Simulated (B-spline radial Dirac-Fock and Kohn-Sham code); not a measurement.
## Ho³⁺: non-radiative channels of the 4d5/2 vacancy

System: holmium as Ho³⁺, configuration [Xe] 4f10, inside a Watson sphere of charge -3 and radius 2 Å (a model of the Madelung potential; inside it an electron's potential energy is raised by 21.6 eV).

Method: one-electron (LDA, Dirac) transition rates at Dirac-Fock energies. Computed with a B-spline atomic structure program. Kinetic energies are configuration averages from the vacuum level; the two-hole energies are estimated from single-hole states.

```
transition  kinetic energy (eV)  width (meV)  share (%)
   N5-O1O1                30.11         15.9        0.4
   N5-O1O3                65.01         23.3        0.6
   N5-N6O1                78.03         40.3        1.1
   N5-N7O1                79.15          317        8.4
   N5-O2O3                90.64         16.0        0.4
   N5-N6O2                105.3         23.2        0.6
   N5-N7O2                106.4          306        8.1
   N5-N6O3                111.4         74.0        2.0
   N5-N7O3                112.5          391       10.4
   N5-N6N6                122.4         38.7        1.0
   N5-N6N7                123.5         1450       38.5
   N5-N7N7                124.7         1050       27.9
```

Coster-Kronig rates are the weakest part of this model and often come out 1.5 to 2.5 times too large. Super-Coster-Kronig decay this fast strains the one-particle picture, and such widths tend to come out too large. The listed channels hold 100 % of the non-radiative rate. Summed by principal shells, of 3.77 eV in all: NNN 67.5 %, NNO 30.5 %, NOO 2.0 %.
